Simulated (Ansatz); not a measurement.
Molecule: InCl3, charge 0, multiplicity 1. SMILES: [Cl][In]([Cl])[Cl]
Coordinates optimised at B3LYP-D3(BJ)/def2-TZVP (Ansatz, a quantum-chemistry and plane-wave program):
```
In
Cl 1 2.3145
Cl 1 2.3145 2 120.00
Cl 1 2.3145 2 120.00 3 180.00
```

Computed values are from Ansatz. Cores are frozen in the correlated levels unless marked. Open shells are spin-unrestricted. Spin-orbit coupling is left out. Frozen are the shells of the preceding noble gas and the d and f shells that filled before the atom's block. Past Kr the def2 sets carry scalar-relativistic core potentials. Basis-set limits of correlation are two-point, X^-3; Hartree-Fock from the larger set. The bracket is a focal-point correction in the basis named.

Task: What is the total energy at CCSD(T)/CBS(def2-TZVPPD,def2-QZVPPD)?

Result: -1568.7686 Eh.

Task: What is the atomisation energy De at CCSD(T)/CBS(def2-TZVPPD,def2-QZVPPD)?

Result: 245.0 kcal/mol.

Task: What is the T1 diagnostic at CCSD/def2-QZVPPD?

Result: 0.008.

Task: What is the dipole moment at CCSD(T)/def2-SVPD?

Result: 0.00 D.

Task: What is the vertical triplet-singlet gap at RI-MP2/CBS(def2-TZVPPD,def2-QZVPPD)+[CCSD(T)-MP2]/def2-TZVPPD?

Result: 5.74 eV.
